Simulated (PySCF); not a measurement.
**Radial density of Kr³⁰⁺ (krypton, charge +30)**

B3LYP, [He] 2s2 2p2, high-spin 3P determinant. All numbers are calculated (PySCF 2.14, no relativity, point nucleus, in an even-tempered Gaussian basis (17 s from 9.3 bohr⁻², ratio 2.2; 11 p from 12 bohr⁻², ratio 2.2; 6 d from 49 bohr⁻², ratio 2.4; 5 f from 73 bohr⁻², ratio 2.4; 4 g from 110 bohr⁻², ratio 2.4)).

| r (bohr) | 4πr²ρ (e/bohr) | 4πr²(ρα − ρβ) |
| --- | --- | --- |
| 0.000766 | 0.2249 | 0.0000 |
| 0.00129 | 0.6129 | -0.0001 |
| 0.00217 | 1.627 | -0.0001 |
| 0.00364 | 4.139 | 0.0001 |
| 0.00613 | 9.788 | 0.0033 |
| 0.0103 | 20.48 | 0.0281 |
| 0.0173 | 34.86 | 0.1864 |
| 0.0292 | 42.15 | 1.0000 |
| 0.0491 | 30.64 | 4.0208 |
| 0.0825 | 20.19 | 10.2508 |
| 0.139 | 25.11 | 12.3363 |
| 0.233 | 10.93 | 4.2288 |
| 0.393 | 0.5277 | 0.1788 |
| 0.661 | 0.0008963 | 0.0003 |

Spin-orbit coupling is strong in this species (close to jj coupling), so the high-spin LS determinant is a model state, not a physical level.
